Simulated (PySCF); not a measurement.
Compound: C5H15NP2.
Geometry (PBE0-D3(BJ)/def2-SVP, Å), atoms numbered from 1 in this order:
```
atom  x, y, z in Å
C1     2.700   -0.470   -0.778
C2     1.689   -0.658    0.351
N3     0.568    0.267    0.377
C4     0.946    1.612    0.765
P5    -0.532    0.240   -1.002
C6    -0.804   -1.578   -1.151
C7    -2.129    0.630   -0.114
P8    -2.533    2.450   -0.087
H9     3.517   -1.203   -0.694
H10    2.231   -0.600   -1.766
H11    3.151    0.534   -0.758
H12    1.301   -1.688    0.331
H13    2.205   -0.560    1.322
H14    1.602    2.136    0.039
H15    0.052    2.239    0.903
H16    1.473    1.578    1.733
H17   -1.027   -2.046   -0.179
H18    0.067   -2.071   -1.605
H19   -1.658   -1.729   -1.829
H20   -2.928    0.056   -0.610
H21   -2.029    0.268    0.923
H22   -3.918    2.332    0.250
H23   -2.794    2.595   -1.484
```

Theory: PBE0-D3(BJ)/def2-SVP geometry optimisation, gas phase (PySCF 2.14.0).

Masses are those of the commonest isotopes; rigid-rotor values at the optimised geometry. The values belong to one conformer with, in the numbering `[CH3:1][CH2:2][N:3]([CH3:4])[P:5]([CH3:6])[CH2:7][PH2:8]`, C1–C2–N3–C4 -71°, C2–N3–P5–C6 47°, N3–P5–C7–P8 93°, P5–C7–P8–H 163° and 68°.

Task: What are A, B and C (MHz)?

Result: Ia = 218.78, Ib = 615.25, Ic = 754.33 u·Å²; 505379 MHz·u·Å²/I gives A = 2310, B = 821.4, C = 670.0 MHz.

Task: Classify the top.

Result: An asymmetric top: κ = (2 × 821.4 − 2310 − 670.0)/(2310 − 670.0) = -0.82.

Task: What does the inertial defect say?

Result: Not planar: Δ = Ic − Ia − Ib = -79.70 u·Å². For a rigid frame Δ = −2 Σ m c², so Σ m c² = 39.85 u·Å² lies off the ab plane: 14.91 from hydrogen and 24.94 from heavier atoms. The atom farthest from that plane is 1.55 Å away.

Task: Where do the levels up to J = 3 lie, in MHz?

Result: Above 0(0,0):
J = 1: 1(0,1) 1491, 1(1,1) 2980, 1(1,0) 3131
J = 2: 2(0,2) 4463, 2(1,2) 5811, 2(1,1) 6266, 2(2,1) 10732, 2(2,0) 10743
J = 3: 3(0,3) 8894, 3(1,3) 10052, 3(1,2) 10960, 3(2,2) 15206, 3(2,1) 15260, 3(3,1) 23034, 3(3,0) 23035
Those of J = 1 are B + C, A + C and A + B.

Task: Which types of transition are allowed, and where do some lines up to J = 5 fall?

Result: The dipole components are |μa| = 0.80 D, |μb| = 1.27 D, |μc| = 0.84 D. The squared components, which scale the intensities, stand as 0.40 : 1.00 : 0.44 (a : b : c). Some lines, for components of 0.1 D or more:

```tsv
type	branch	J(Ka,Kc)	MHz	lower level (cm⁻¹)
a	R	1(0,1) ← 0(0,0)	1491	0.000
b	Q	4(1,3) ← 4(0,4)	2452	0.492
a	R	2(0,2) ← 1(0,1)	2972	0.050
b	Q	5(1,4) ← 5(0,5)	2981	0.734
c	R	1(1,0) ← 0(0,0)	3131	0.000
b	Q	5(2,3) ← 5(1,4)	3973	0.833
b	Q	3(2,1) ← 3(1,2)	4300	0.366
a	R	3(2,2) ← 2(2,1)	4474	0.358
a	R	4(2,3) ← 3(2,2)	5957	0.507
a	R	4(3,2) ← 3(3,1)	5986	0.768
c	R	3(1,2) ← 2(0,2)	6497	0.149
b	R	4(1,4) ← 3(0,3)	6800	0.297
a	R	5(2,4) ← 4(2,3)	7433	0.706
a	R	5(4,2) ← 4(4,1)	7481	1.333
b	Q	4(3,1) ← 4(2,2)	7700	0.711
c	R	2(2,1) ← 1(1,1)	7752	0.099
a	R	5(1,4) ← 4(1,3)	7782	0.574
b	R	3(2,2) ← 2(1,1)	8940	0.209
c	R	4(2,3) ← 3(1,3)	11111	0.335
b	R	5(2,4) ← 4(1,3)	11390	0.574
c	R	5(2,3) ← 4(1,3)	11755	0.574
c	R	4(3,1) ← 3(2,1)	13763	0.509
c	Q	5(5,1) ← 5(4,1)	14056	1.582
c	R	5(3,3) ← 4(2,3)	15347	0.706
c	R	4(4,1) ← 3(3,1)	16918	0.768
b	R	4(4,0) ← 3(3,1)	16918	0.768
b	R	5(4,1) ← 4(3,2)	18413	0.968
```

Task: Estimate the classical rotational partition function at 10 K, 200 K and 298.15 K.

Result: Point group C1, symmetry number σ = 1; q = (√π/σ)·√((kT/h)³/(ABC)), k/h = 20836.6 MHz/K: 4730 at 10 K, 423000 at 200 K, 770000 at 298.15 K.

Stationary, but not proved a minimum. No vibrational averaging or centrifugal distortion is included, and the geometry carries the error of its method. A rigid rotor knows nothing of internal rotation, which can split or shift real lines. Quadrupole hyperfine structure (14N) is left out.
